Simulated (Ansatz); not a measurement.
Mulliken charges of `N[Si]1(F)CS1` from r2SCAN/def2-TZVPP in Ansatz (PBE0-D4/def2-TZVP geometry).

```csv
atom,x (Å),y (Å),z (Å),charge (e)
N1,0.311,0.415,1.600,-0.467
Si2,0.316,-0.399,0.131,0.731
F3,1.743,-1.090,0.019,-0.323
C4,-0.442,0.126,-1.436,-0.224
S5,-1.388,-1.303,-0.588,-0.265
H6,-0.533,0.714,2.055,0.178
H7,1.153,0.647,2.098,0.174
H8,-1.049,1.024,-1.506,0.097
H9,-0.023,-0.181,-2.390,0.098
```

Q: By hand: the dipole of these point charges (1 e Å = 4.8032 D).

A: Σ q r = (-0.009, 0.505, 0.170) e Å, of length 0.533 e Å = 2.56 D.

Q: How does the dipole of the full density compare? (Best estimate.)

A: Computed: (0.071, 0.492, 0.286) e Å, 2.75 D; the point charges give 0.93 times that, at 14° from its direction.

Point charges leave out the atoms' own dipoles, such as those of lone pairs, and Mulliken's split depends on the basis, so the close match here is no proof of good charges.
